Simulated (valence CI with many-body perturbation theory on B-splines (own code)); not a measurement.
E1 line list for Os V

Level of theory: relativistic CI+MBPT: four valence electrons over a frozen Dirac-Fock core [Xe] 4f14, radial functions for each j: 7 s, 7 p, 8 d, 6 f, 4 g, 1 h, with the one-electron correlation potential Σ1 (screened to all orders), the two-electron term Σ2, the three-electron term Σ3, Breit, model QED; selected single and double excitations, second order for the rest, scaled by the run's own slope (own B-spline code, finite nucleus).

Set against measurement, 56 paired levels are off by 798 cm⁻¹ on average, the worst by 2333. These come from a selection out of Palmeri et al., Atoms 14, 22 (2026). Levels without a partner in it may be off by more, other configurations by 1,000 to 8,000 cm⁻¹. Among the levels kept, up to 310 cm⁻¹ of a level comes from second order outside the variational space, and about a tenth of that is noise between levels of different J, which matters for small intervals.

Lines 1 to 50 of 586 in falling wavelength, among levels below 232710 cm⁻¹, chosen from the strongest by gf and those to the six lowest levels. Wavelengths and rates use the calculated energies, so an error of 800 cm⁻¹ moves a line at 1756 Å by 1.4 % and its rate by three times that or more. Electric multipoles are in the length gauge, E1 and E2 with the static RPA response of the core. Weak lines are less certain than strong ones. Lines between different terms over intervals too small for the method are left out, as are lines whose strength nearly cancels. Where a level lies close to another of its J and parity, the split of strength between their lines is uncertain. The highest levels of a list are the least certain.

Names give the largest LS component (configuration and term), which can be under half, so a name can repeat, a term be missing and a line seem to break the LS rules; names also repeat where a configuration has a term twice. Letters in brackets count levels of one name in rising energy.

```tsv
λ vac (Å)	Upper	Lower	A (s⁻¹)	S (a.u.) with core polarisation	S without
1756	5d³6p ³F°_4 [b]	5d³6s ¹F_3	5.53e+07	1.33e+00	1.61e+00
1741	5d³6p ⁵D°_2 [a]	5d³6s ³D_1 [a]	8.72e+07	1.14e+00	1.37e+00
1731	5d³6p ⁵G°_4	5d³6s ³G_3	1.16e+08	2.68e+00	3.25e+00
1727	5d³6p ³F°_2 [a]	5d³6s ³P_1 [b]	1.16e+08	1.47e+00	1.79e+00
1690	5d³6p ⁵D°_4 [b]	5d³6s ¹F_3	7.38e+07	1.58e+00	1.92e+00
1688	5d³6p ³D°_3 [b]	5d³6s ¹F_3	7.82e+07	1.30e+00	1.58e+00
1687	5d³6p ³D°_2 [f]	5d³6s ³D_3 [b]	1.15e+08	1.36e+00	1.67e+00
1681	5d³6p ³G°_5 [a]	5d³6s ³H_4	1.54e+08	3.98e+00	4.82e+00
1679	5d³6p ³H°_6 [a]	5d³6s ¹H_5	6.89e+07	2.09e+00	2.53e+00
1665	5d³6p ³H°_5 [a]	5d³6s ¹H_5	4.70e+07	1.18e+00	1.43e+00
1656	5d³6p ⁵F°_3 [a]	5d³6s ³G_3	9.72e+07	1.53e+00	1.84e+00
1641	5d³6p ⁵G°_5 [a]	5d³6s ³F_4 [a]	1.14e+08	2.74e+00	3.33e+00
1624	5d³6p ³H°_4 [a]	5d³6s ³F_3 [a]	8.52e+07	1.62e+00	1.99e+00
1624	5d³6p ³H°_4 [a]	5d³6s ³G_4	9.16e+07	1.74e+00	2.12e+00
1605	5d³6p ³G°_5 [c]	5d³6s ¹G_4	8.60e+07	1.93e+00	2.35e+00
1588	5d³6p ³F°_3 [b]	5d³6s ³F_4 [b]	7.32e+07	1.01e+00	1.24e+00
1586	5d³6p ⁵D°_4 [a]	5d³6s ³H_4	1.37e+08	2.43e+00	2.94e+00
1578	5d³6p ³F°_3 [b]	5d³6s ³F_3 [b]	8.32e+07	1.13e+00	1.38e+00
1577	5d³6p ⁵D°_1 [a]	5d³6s ³F_2 [a]	1.99e+08	1.15e+00	1.41e+00
1571	5d³6p ⁵F°_3 [b]	5d³6s ³G_4	1.27e+08	1.70e+00	2.07e+00
1563	5d³6p ³F°_2 [d]	5d³6s ³F_3 [b]	1.65e+08	1.55e+00	1.89e+00
1562	5d³6p ³F°_2 [d]	5d³6s ³F_2 [b]	1.26e+08	1.18e+00	1.44e+00
1561	5d³6p ³G°_4 [b]	5d³6s ¹H_5	1.13e+08	1.91e+00	2.33e+00
1557	5d³6p ⁵G°_2	5d³6s ⁵F_2	1.83e+08	1.71e+00	2.08e+00
1556	5d³6p ³G°_5 [b]	5d³6s ¹H_5	7.92e+07	1.62e+00	1.96e+00
1555	5d³6p ⁵G°_6	5d³6s ³H_6	1.04e+08	2.50e+00	3.06e+00
1554	5d³6p ³H°_6 [a]	5d³6s ³H_5 [b]	1.07e+08	2.58e+00	3.11e+00
1553	5d³6p ³H°_4 [b]	5d³6s ³F_4 [a]	6.22e+07	1.04e+00	1.25e+00
1552	5d³6p ³F°_4 [b]	5d³6s ³F_4 [b]	1.69e+08	2.80e+00	3.42e+00
1542	5d³6p ³H°_5 [a]	5d³6s ³H_5 [b]	1.79e+08	3.57e+00	4.36e+00
1542	5d³6p ³F°_4 [b]	5d³6s ³F_3 [b]	9.58e+07	1.56e+00	1.90e+00
1542	5d³6p ³F°_3 [c]	5d³6s ³F_3 [b]	1.39e+08	1.76e+00	2.15e+00
1541	5d³6p ³F°_3 [c]	5d³6s ³F_2 [b]	8.27e+07	1.05e+00	1.26e+00
1538	5d³6p ⁵D°_1 [a]	5d³6s ⁵P_1	1.94e+08	1.05e+00	1.28e+00
1538	5d³6p ¹F°_3 [c]	5d³6s ¹D_2 [b]	1.36e+08	1.71e+00	2.05e+00
1534	5d³6p ³P°_1 [b]	5d³6s ¹D_2 [a]	3.28e+08	1.75e+00	2.12e+00
1531	5d³6p ⁵G°_5 [b]	5d³6s ³F_4 [a]	7.68e+07	1.50e+00	1.79e+00
1520	5d³6p ⁵G°_5 [a]	5d³6s ³H_5 [a]	2.62e+08	5.00e+00	6.09e+00
1520	5d³6p ³D°_1 [b]	5d³6s ³D_2 [a]	3.93e+08	2.04e+00	2.49e+00
1517	5d³6p ³F°_4 [b]	5d³6s ¹H_5	8.24e+07	1.28e+00	1.56e+00
1500	5d³6p ³P°_2 [a]	5d³6s ³D_3 [a]	4.05e+08	3.37e+00	4.10e+00
1499	5d³6p ⁵G°_2	5d³6s ⁵F_1	4.86e+08	4.04e+00	4.92e+00
1498	5d³6p ³H°_4 [a]	5d³6s ³H_4	1.08e+08	1.62e+00	1.97e+00
1498	5d³6p ³D°_3 [b]	5d³6s ³F_4 [b]	3.17e+08	3.68e+00	4.48e+00
1497	5d³6p ⁵F°_4	5d³6s ³H_5 [a]	1.65e+08	2.45e+00	2.99e+00
1497	5d³6p ⁵G°_3	5d³6s ⁵F_3	3.01e+08	3.49e+00	4.25e+00
1490	5d³6p ⁵D°_4 [c]	5d³6s ¹G_4	8.28e+07	1.22e+00	1.47e+00
1486	5d³6p ³H°_6 [a]	5d³6s ³H_6	3.57e+08	7.51e+00	9.15e+00
1483	5d³6p ⁵D°_2 [a]	5d³6s ⁵P_2	2.34e+08	1.88e+00	2.29e+00
1479	5d³6p ³G°_5 [a]	5d³6s ⁵F_5	3.51e+08	6.16e+00	7.51e+00
```
